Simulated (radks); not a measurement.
Initial-state core-level shifts of neutral cerium when its valence configuration changes from [Xe] 4f1 5d1 6s2. Calculated with a radial shooting solver on a logarithmic mesh with Libxc functionals: Dirac Kohn-Sham, BLYP, spin-unpolarised, spherical densities, finite nucleus; open shells fill j = l - 1/2 first; Fermi nuclear charge, rms radius 4.8771 fm. Shifts are changes of the shell-averaged eigenvalues in eV (positive: less bound); the change of the density at the nucleus, which sets a Mossbauer isomer shift, is in e/bohr^3, on a base of 3.831e+05.

valence	2p	3s	4d	5s	density at nucleus
5d2 6s2	-7.869	-9.324	-7.633	-3.290	+29.20
4f1 5d2 6s1	+1.649	+1.626	+1.628	+1.584	-21.40
4f1 6s2 6p1	-3.113	-3.077	-3.058	-2.929	+10.73
4f1.5 5d2 6s0.5	+5.361	+5.907	+5.333	+3.566	-40.58
4f2 6s2	+6.274	+7.343	+6.288	+3.034	-23.35
4f0.5 5d1 6s2 6p0.5	-5.387	-6.063	-5.276	-3.132	+19.55
4f2 6s1 6p1	+5.304	+6.393	+5.320	+2.019	-37.45
4f1 5d1 6s1 6p1	-1.028	-1.030	-1.029	-1.019	-15.77
